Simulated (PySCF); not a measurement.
## Electron correlation in Zn (zinc, neutral)

[Ar] 3d10 4s1 4p1, high-spin 3P determinant (an excited configuration). Computed with PySCF 2.14 in x2c-TZVPPall (6s5p4d2f1g, 64 functions), with scalar relativity by spin-free X2C-1e. Frozen: [Ne]; 20 electrons correlated.

MP2 pair energies summed by pair of shells (mhartree):

```
 pair   energy  share (%)
3d-3d  -428.15       53.7
3p-3d  -211.30       26.5
3s-3d   -49.26        6.2
3p-3p   -46.65        5.8
3s-3p   -21.92        2.7
3d-4s   -20.01        2.5
3d-4p   -11.17        1.4
3s-3s    -3.67        0.5
3p-4s    -2.52        0.3
4s-4p    -1.85        0.2
3p-4p    -1.08        0.1
3s-4s    -0.28        0.0
3s-4p    -0.16        0.0
```

Total MP2 correlation energy: -798.02 mhartree.

Same-spin part -275.42 and opposite-spin part -522.61 mhartree; SCS-MP2 scales them by 1/3 and 6/5 to -718.93 mhartree.

The basis was made for the ground configuration and has no added diffuse functions, which can raise the energy of the promoted electron.

This basis was not built for core-valence correlation, so the inner-shell part is incomplete.
